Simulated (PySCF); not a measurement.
CH₅MoNO₂S, multiplicity 1. Atoms are numbered in the order given.

```xyz
11

Mo     0.0668     0.3234     0.0742
O      1.5593     0.6228     0.8101
N      0.3102    -0.6151    -1.3632
C      1.1674    -1.3356    -2.2461
H      1.0598    -0.9594    -3.2783
H      2.2277    -1.2592    -1.9439
H      0.8797    -2.4017    -2.2483
O     -0.8417     1.9341    -0.3193
H     -1.2980     2.1249    -1.1497
S     -1.2191    -1.1728     1.3793
H     -1.0841    -0.4598     2.5266
```
Charge 0, spin multiplicity 1.

Geometry optimised at B3LYP-D3(BJ)/def2-SVP. The spin state was assumed, not searched. The def2 effective core potentials stand for the cores of Mo; spin–orbit coupling is left out. One conformer was computed; it need not be the lowest.

Level of theory: M06-2X/def2-TZVP (PySCF).

ESP charges are fitted to the potential on shells at 1.4 to 2.0 van der Waals radii. Atomic charges (e):

| atom | Löwdin | ESP fit |
|---|---|---|
| Mo1 | 0.51 | 0.82 |
| O2 | -0.31 | -0.39 |
| N3 | -0.16 | -0.19 |
| C4 | -0.35 | -0.35 |
| H5 | 0.13 | 0.15 |
| H6 | 0.13 | 0.16 |
| H7 | 0.14 | 0.17 |
| O8 | -0.34 | -0.59 |
| H9 | 0.18 | 0.38 |
| S10 | 0.03 | -0.39 |
| H11 | 0.06 | 0.22 |
